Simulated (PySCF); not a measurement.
## Computed structure and properties of Eu(NH2)2

System: Eu(NH2)2 (singlet in the valence; each metal's 4f electrons, 7 of them, lie in its core potential, out of spins and levels); start: displaced along the imaginary mode (C1). Method: PySCF 2.14.0, RKS r2SCAN, Eu lcecp-0-SVP with ECP53, N def2-SVP, H def2-SVP; non-relativistic Hamiltonian with scalar-relativistic core potentials where named; density fitting; no spin-orbit coupling.

Input of the relaxation:

```python
mol = gto.M(atom='''
Eu    -0.00797     0.03822     0.00000
N      0.02915    -0.17472     2.37885
H      0.65090     0.32854     3.02914
H     -0.47374    -0.79610     3.02774
N      0.04435    -0.17789    -2.37885
H      0.56759    -0.77874    -3.02736
H     -0.55705     0.34590    -3.02951''',
    basis={'Eu': 'lcecp-0-SVP', 'N': 'def2-SVP', 'H': 'def2-SVP'},
    ecp={'Eu': 'lcecp-0-SVP'},
    charge=0, spin=0)
mf = dft.RKS(mol, xc='R2SCAN')
mf.grids.atom_grid = (50, 194)  # f atoms: unpruned, at least (60, 302)
mf = mf.density_fit()  # fitting sets: Eu AutoAux, N def2-universal-JKFIT, H def2-universal-JKFIT
mf.conv_tol = 1e-08; mf.max_cycle = 55
mf.kernel(dm0)  # dm0: converged density of the start geometry
# quasi-Newton relaxation in Cartesian coordinates to a largest gradient under 0.00045 Eh/bohr, steps kept in the point group
```

Run from Python with OMP_NUM_THREADS=2; the lines above give its settings. Where DIIS fails, smearing, a level shift and second-order steps follow.
It took 2.3 min on 2 threads of Arm Neoverse V2 (shared host), from the converged density of the start.

Course of the relaxation:

```
step  energy above end (eV)  largest force component within the symmetry (eV/Å)
   0                 0.2532                                               0.121
   1                 0.2495                                               0.085
   2                 0.2427                                               0.243
   3                 0.2274                                               0.300
   4                 0.1713                                               0.338
   5                 0.1663                                               0.570
   6                 0.1531                                               0.717
   7                 0.1435                                               0.719
  37                 0.0012                                               0.038
  38                 0.0009                                               0.059
  39                 0.0005                                               0.089
  40                 0.0002                                               0.054
  41                 0.0001                                               0.039
  42                 0.0000                                               0.020
```
(The steps between are left out.)

Relaxed geometry (C2v):

```xyz
7

Eu   -0.1428    1.1458    0.0094
N     0.1225   -0.1364    1.9116
H     0.1373    0.0969    2.9081
H     0.2676   -1.1505    1.8998
N    -0.0674   -0.1239   -1.9158
H     0.0805   -1.1383   -1.8994
H    -0.1445    0.0915   -2.9137
```

| contact | Å |
| --- | --- |
| Eu1–N2 (NH2) | 2.309 |
| Eu1–N5 (NH2) | 2.307 |

On the finer grid (75, 302):

* HOMO: not given (4f levels lie in the core)
* LUMO: not given (4f levels lie in the core)
* Dipole about the centre of mass: 5.07 D
* Set of Mulliken populations of Eu1 outside the core potential: s 2.20, p 6.17, d 0.91, f 0.02
* D3(BJ) dispersion energy (not in the energies): -0.026 eV

```tsv
atom	Mulliken (e)	Löwdin (e)	spin (e)
Eu1	0.70	0.62	0.00
N2	-0.55	-0.41	0.00
H3	0.09	0.05	0.00
H4	0.11	0.05	0.00
N5	-0.55	-0.41	0.00
H6	0.11	0.05	0.00
H7	0.09	0.05	0.00
```

The 4f levels lie in the core potential and are missing. Their spin isn't counted.

No frequency check is given for this geometry.

Taking off one NH2 (charge -1, singlet; the rest: singlet) in vacuum, both parts rigid, costs 9.11 eV; the small basis without counterpoise inflates it. Most of it is the attraction of opposite charges; other ways to part are cheaper, and one spin state was tried for the rest.

Rigid scan of NH2 along the line from its metal:

```
distance to N2 (Å)  energy (eV)
              2.01        0.728
              2.11        0.283
              2.21        0.062
              2.31        0.000
              2.41        0.050
              2.51        0.175
              2.71        0.557
              3.01        1.251
              3.41        2.144
              3.91        2.916
```

One start shape was tried, so this needn't be the lowest isomer.

An lcecp potential fixes the number of 4f electrons, so in runs with it no electron can move into or out of that shell.
